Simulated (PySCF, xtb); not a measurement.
Ga(F)(Me)(OMe) (C2H6FGaO), SMILES C[O][Ga]([CH3])[F]. Other conformers were not sampled.

Harmonic wavenumbers (cm⁻¹) from GFN2-xTB (xtb) at its own minimum, in rising order: 24, 58, 72, 107, 119, 131, 190, 403, 461, 510, 694, 709, 1067, 1125, 1128, 1226, 1404, 1407, 1412, 1473, 1474, 2929, 2948, 2955, 2989, 3001, 3016.

Task: What does B3LYP-D3(BJ)/def2-SVP (PySCF 2.14.0) give at its own minimum? (Estimate from the structure and the level; the computed values follow.)

Result: 45, 78, 98, 112, 166, 169, 263, 551, 636, 703, 727, 761, 1132, 1177, 1203, 1224, 1429, 1432, 1466, 1477, 1482, 2965, 3036, 3046, 3057, 3144, 3158. Paired by order, the mean absolute difference is 63 cm⁻¹ and the zero-point energies are 47.2 and 49.7 kcal/mol.
